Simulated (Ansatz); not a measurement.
Ansatz (a first-principles code) input:

Ansatz 0.2 input:
```yaml
crystal:
  periodic: [false, false, false]
  atoms:
    - {symbol: Te, position_ang: [-0.00000000, -0.00000000, -0.03157231]}
    - {symbol: H, position_ang: [0.00000000, 0.00000000, 1.64175989]}
basis:
  gaussian:
    orbitals: def2-TZVP
hamiltonian:
  xc: b3lyp
  dispersion: d3bj
total_charge: 1
phonons: {temperatures: {t_min: 298.15, t_max: 298.15, t_step: 100}}
```

Question: What final total energy does it print?

Answer: -268.30767 Eh (B3LYP-D3(BJ)/def2-TZVP). The basis has 56 functions.
